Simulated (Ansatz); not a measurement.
System: CH5BS2, net charge 0, singlet state. SMILES: CB(S)S
Geometry: optimised at B3LYP-D3(BJ)/def2-TZVP (Ansatz, a program for electronic structure).

PBE/6-31G* beside other levels, property by property. Terms: UHF or UKS for open shells; no dispersion term unless named; six Cartesian d functions in 6-31G* and its kin unless marked 5d; LANL2DZ with its own core potentials from Na on; frozen cores in correlated levels; atomisation electronic, to ground-state atoms; spin-orbit terms left out; non-relativistic. CBS marks a two-point X^-3 extrapolation of the correlation energy; Hartree-Fock from the larger set. Ab initio and DFT rows: single points at B3LYP-D3(BJ) geometries (Ansatz), with unscaled harmonic terms from B3LYP/6-31G* (Ansatz) at its own minima, enthalpies of formation by atomisation with measured atoms.

Coupled cluster (Ansatz) is a level with limits of its own, used here on species with T1 under 0.025 (0.045 for open shells) and stable references: CCSD(T)/CBS(aug-cc-pV(T+d)Z,aug-cc-pV(Q+d)Z).

```tsv
property	PBE/6-31G* (Ansatz)	HF/STO-3G (Ansatz)	B3LYP/STO-3G (Ansatz)	B3LYP/LANL2DZ (Ansatz)	to compare with
enthalpy of formation at 298 K (kcal/mol)	-44.9	-4.3	-214.2	22.1	-36.4 coupled cluster
C-H bond dissociation enthalpy at 298 K, to [CH2]B(S)S + H atom (kcal/mol)	92.8	98.3	119.3	93.6	96.6 coupled cluster
atomisation energy (kcal/mol)	775.5	734.9	944.8	708.5	767.0 coupled cluster
```

As the rows show:
- enthalpy of formation at 298 K: PBE/6-31G* lies 8.5 kcal/mol below coupled cluster.
- C-H bond dissociation enthalpy at 298 K, to [CH2]B(S)S + H atom: PBE/6-31G* lies 3.8 kcal/mol below coupled cluster.
- atomisation energy: PBE/6-31G* lies 8.5 kcal/mol above coupled cluster.

The properties are those with a value to compare with, at most eight drawn at random. No case is left out for the size of its miss. Left out are saddle points of the reference geometry, anions that the best level run finds unbound, excited spin states, species near biochemistry, 298 K rows of species without real B3LYP wavenumbers, cases with under five habitual levels, runs that failed or that the program found above a lower state of the same kind, table entries that another table contradicts, and a share of species set aside by lot.
